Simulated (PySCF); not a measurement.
# CaO₂: PBE0 against B3LYP

Base calculation in PySCF with density fitting and no spin–orbit coupling, PBE0/def2-TZVP (no relativity): singlet, C2v, Ca–O 1.965 Å (×2), O–O 1.485 Å; Ca–O–O 67.8° (×2), O–Ca–O 44.4°; wavenumbers 530, 649, 869 cm⁻¹; dipole moment 10.31 D, gap between the highest occupied and lowest empty levels 2.25 eV, polar-tensor charge of Ca 1.38 e, atomisation energy (no zero-point energy) 730 kJ/mol.

Q: What changes on going to B3LYP/def2-TZVP (no relativity)?

A: The point group stays the same. Changes: mean bond to Ca +0.016 Å, highest wavenumber -55 cm⁻¹, lowest wavenumber -11 cm⁻¹, dipole moment -0.01 D, gap between the highest occupied and lowest empty levels -0.39 eV, polar-tensor charge of Ca -0.03 e, atomisation energy (no zero-point energy) +3 kJ/mol. The new structure has Ca–O 1.981 Å (×2), O–O 1.517 Å; Ca–O–O 67.5° (×2), O–Ca–O 45.0°, with wavenumbers 519, 625, 814 cm⁻¹.

Each species is the lowest minimum found with this bonding; other isomers or fragments can lie lower.
